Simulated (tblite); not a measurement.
C4H10NO2Si (doublet state).
Atom-mapped SMILES: `[O:1][CH2:2][O:3][CH2:4]/[CH:5]=[N:6]\[CH2:7][SiH3:8]` (hydrogens: H9, H10 on C2; H11, H12 on C4; H13 on C5; H14, H15 on C7; H16, H17, H18 on Si8)
Bond orders are those of one Lewis drawing.

Computed with GFN2-xTB (tblite), gas phase: L-BFGS steps from a force-field or distance-geometry start until the largest atomic force falls under 0.01 eV/Å.

The end geometry, which sets the zero of energy:
```
atom  x, y, z in Å
O1      1.4004    0.3542   -1.4053
C2      2.4694   -0.0260   -0.8183
O3      2.3250   -0.8505    0.3537
C4      1.0008   -1.0519    0.7250
C5      0.3905    0.2148    1.3142
N6     -0.8067    0.5649    1.3149
C7     -1.8870   -0.0674    0.6782
Si8    -2.2186    0.8703   -0.9816
H9      3.1660   -0.6211   -1.4664
H10     3.1157    0.8253   -0.4702
H11     0.4043   -1.3498   -0.1488
H12     1.0037   -1.8434    1.4819
H13     1.1064    0.8694    1.7986
H14    -2.7570    0.0342    1.3289
H15    -1.7254   -1.1330    0.4790
H16    -1.0486    0.7648   -1.8326
H17    -3.3933    0.2031   -1.5560
H18    -2.5543    2.2484   -0.6267
```

**Question.** These geometries come from the run, each turned onto the end geometry. Order them by energy, lowest first.
A.
```
atom  x, y, z in Å
O1      1.7987    0.5139   -1.4422
C2      2.7132   -0.0392   -0.7448
O3      2.3054   -0.8511    0.3749
C4      0.9291   -0.9276    0.5411
C5      0.3535    0.2766    1.2771
N6     -0.8519    0.5876    1.3717
C7     -1.9380   -0.0752    0.7627
Si8    -2.3574    0.7579   -0.9273
H9      3.3798   -0.7289   -1.3304
H10     3.4413    0.6891   -0.2950
H11     0.4409   -0.9813   -0.4435
H12     0.7277   -1.8340    1.1241
H13     1.0760    0.9082    1.7792
H14    -2.7980    0.0401    1.4258
H15    -1.7617   -1.1462    0.6131
H16    -1.3351    0.4416   -1.9154
H17    -3.6519    0.1816   -1.3046
H18    -2.4803    2.1933   -0.6981
```
B.
```
atom  x, y, z in Å
O1      3.4480   -0.4066   -0.9573
C2      3.3861   -0.4230    0.3152
O3      2.1156   -0.7331    0.9272
C4      1.0560   -0.8779    0.0347
C5      0.4610    0.4770   -0.3190
N6     -0.7327    0.8328   -0.2654
C7     -1.8344    0.0208    0.1458
Si8    -3.4617    0.9668   -0.2287
H9      4.0778   -1.1591    0.8076
H10     3.6767    0.5531    0.7927
H11     1.4265   -1.3158   -0.9084
H12     0.3193   -1.5290    0.5114
H13     1.1876    1.2140   -0.6384
H14    -1.7567   -0.1665    1.2216
H15    -1.8223   -0.9550   -0.3515
H16    -3.7061    0.9275   -1.6682
H17    -4.5172    0.2465    0.4852
H18    -3.3322    2.3338    0.2638
```
C.
```
atom  x, y, z in Å
O1      3.7838    0.3018   -0.3807
C2      3.3966   -0.5175    0.5293
O3      2.0374   -0.4734    0.9664
C4      1.0770   -0.6341   -0.0405
C5      0.4573    0.6661   -0.5360
N6     -0.7612    0.9487   -0.5282
C7     -1.7672    0.0721   -0.0056
Si8    -3.5323    0.8222   -0.1125
H9      3.5254   -1.5694    0.1482
H10     3.9746   -0.4773    1.4804
H11     1.5314   -1.1219   -0.9206
H12     0.2908   -1.2689    0.3869
H13     1.1586    1.3916   -0.9306
H14    -1.5334   -0.1561    1.0394
H15    -1.7480   -0.8771   -0.5507
H16    -3.8747    1.0438   -1.5206
H17    -4.4294   -0.1963    0.4638
H18    -3.5956    2.0521    0.6802
```
D.
```
atom  x, y, z in Å
O1      1.6168    0.4178   -1.5203
C2      2.5916   -0.0435   -0.8381
O3      2.2762   -0.8208    0.3387
C4      0.9170   -0.9412    0.5922
C5      0.3453    0.2591    1.3394
N6     -0.8586    0.5780    1.4250
C7     -1.9328   -0.0642    0.7779
Si8    -2.2208    0.7834   -0.9312
H9      3.2805   -0.7209   -1.4134
H10     3.2882    0.7508   -0.4501
H11     0.3729   -1.0443   -0.3585
H12     0.7853   -1.8360    1.2132
H13     1.0717    0.8708    1.8591
H14    -2.8209    0.0651    1.3990
H15    -1.7712   -1.1381    0.6375
H16    -1.0155    0.6475   -1.7334
H17    -3.3671    0.0623   -1.4980
H18    -2.5675    2.1802   -0.6706
```
E.
```
atom  x, y, z in Å
O1      1.5307    0.4305   -1.4395
C2      2.5413   -0.0271   -0.8075
O3      2.2873   -0.8878    0.3184
C4      0.9376   -1.0178    0.6207
C5      0.3859    0.2332    1.2952
N6     -0.8071    0.5915    1.3679
C7     -1.9111   -0.0353    0.7599
Si8    -2.2218    0.8051   -0.9546
H9      3.2491   -0.6296   -1.4364
H10     3.2067    0.7769   -0.3879
H11     0.3607   -1.1926   -0.2989
H12     0.8443   -1.8694    1.3036
H13     1.1325    0.8578    1.7707
H14    -2.7773    0.1330    1.4020
H15    -1.7810   -1.1159    0.6319
H16    -1.0075    0.7358   -1.7480
H17    -3.3283    0.0414   -1.5433
H18    -2.6508    2.1765   -0.6855
```

**Answer.** E (0.003 eV), D (0.011 eV), A (0.026 eV), B (0.222 eV), C (0.527 eV).

In the order of the answer:

```tsv
step	E above end (eV)	largest force (eV/Å)	rms force component (eV/Å)	rms distance from end (Å)	rms bond change (Å)	bond most changed (Å)
229	0.003	0.02	0.006	0.129	0.001	N6–C7 +0.003
196	0.011	0.08	0.026	0.179	0.003	C7–Si8 -0.006
179	0.026	0.05	0.016	0.278	0.003	N6–C7 +0.006
43	0.222	0.08	0.021	1.651	0.008	N6–C7 +0.025
8	0.527	0.32	0.074	1.853	0.010	N6–C7 +0.029
```

What follows is the cost of the whole relaxation. Hardware: one thread, Intel Xeon 6975P-C (x86_64), on a shared host. Cost: 1.6 s of wall time.
